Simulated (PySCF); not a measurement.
CH11NSi3, SMILES N([SiH2][SiH3])[SiH2]C. Coordinates come from a PBE0-D3(BJ)/def2-SVP optimisation. The structure was generated by enumeration, and PubChem lists no compound with its InChIKey, so it may never have been made. The values are those of a single conformer.

Computed equilibrium geometry at PBE0-D3(BJ)/def2-SVP (PySCF confirms it by a frequency run) as Cartesian coordinates in Å (one conformer of several):
```xyz
16

C     -2.3571     1.0426     0.7614
Si    -1.9966    -0.3852    -0.4005
N     -0.3681    -0.3701    -1.0347
Si     1.0854    -0.9287    -0.2503
Si     2.2777     0.8700     0.6836
H     -3.3887     0.9889     1.1447
H     -2.2323     2.0102     0.2505
H     -1.6713     1.0240     1.6233
H     -2.9365    -0.3295    -1.5637
H     -2.1796    -1.6737     0.3353
H     -0.2299     0.1897    -1.8721
H      1.9707    -1.6675    -1.2072
H      0.6654    -1.8615     0.8406
H      1.4311     1.5498     1.7154
H      3.5605     0.4428     1.3268
H      2.5983     1.8766    -0.3790
```
Charge 0, spin multiplicity 1.
